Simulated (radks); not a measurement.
The germanium anion Ge- inside a hard spherical wall (all orbitals vanish at R), configuration held at [Ar] 3d10 4s2 4p3 and not refilled when levels cross. All-electron calculation, scalar-relativistic Kohn-Sham, LDA (Slater exchange, Perdew-Wang correlation), spin-polarised, spherical densities, finite nucleus; open shells are filled with parallel spins first; Fermi nuclear charge, rms radius 4.0742 fm. Program: a radial shooting solver on a logarithmic mesh with Libxc functionals. Eigenvalues in eV for spin up, with the zero of energy where the potential of the charges vanishes at infinity; a dash marks a level that is unbound or too diffuse for the functional's potential to be trusted. A positive occupied level is held by the wall or, in an anion where self-interaction has pushed it up, behind a barrier. The pressure on the wall is -dE/dV.

| R (bohr) | E (hartree) | kinetic (hartree) | e(3p) | e(3d) | e(4s) | e(4p) | e(5s, empty) | e(5p, empty) | pressure (GPa) |
|---|---|---|---|---|---|---|---|---|---|
| 20 | -2095.96385 | 2133.083 | -108.77 | -22.992 | -6.277 | 1.027 | 1.987 | 2.321 | 0.000178 |
| 8 | -2095.94278 | 2133.171 | -107.33 | -21.559 | -5.095 | 2.141 | 6.136 | 9.132 | 0.521 |
| 7 | -2095.92104 | 2133.257 | -106.51 | -20.746 | -4.478 | 2.803 | 8.265 | 12.136 | 1.52 |
| 5 | -2095.73236 | 2133.953 | -102.44 | -16.744 | -1.465 | 6.441 | 19.902 | 26.762 | 20.9 |
| 4 | -2095.30786 | 2135.372 | -97.265 | -11.695 | 2.894 | 11.990 | 37.400 | 46.951 | 108 |
| 3.5 | -2094.77930 | 2137.025 | -92.849 | -7.415 | 7.299 | 17.561 | 54.687 | 66.155 | 281 |
| 3 | -2093.68139 | 2140.327 | -86.084 | -0.865 | 15.288 | 27.445 | 84.618 | 98.547 | 827 |
| 2.5 | -2091.13858 | 2147.785 | -74.739 | 10.248 | 31.689 | 47.023 | 141.23 | 158.16 | 2920 |
